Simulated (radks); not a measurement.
Results of a calculation; reference values are marked as such.
These are the eigenvalues of the occupied orbitals of an atom or ion with whole-number occupations (eV). Level of theory: Dirac Kohn-Sham, PBE, spin-unpolarised, spherical densities, finite nucleus; Fermi nuclear charge, rms radius of each element as measured or else 0.836 A^(1/3) + 0.57 fm (a radial shooting solver on a logarithmic mesh with Libxc functionals).

1s1/2: -663.3393
2s1/2: -29.8951
2p1/2: -11.1497
2p3/2: -11.0861

Which element is it, and in what charge state? The configuration may be excited. Open shells, if any, fill j = l - 1/2 first.

Answer. Z = 9, fluorine, charge 0: F in [He] 2s2 2p5. The list shows which subshells hold electrons but not how many an open one holds; the 1s level, -24.377 hartree, gives Z - s = 7.0 by -(Z - s)^2/2, which with screening and relativity narrows Z to a few neighbours, and the depths of the outer levels then fix element, charge and occupations together.
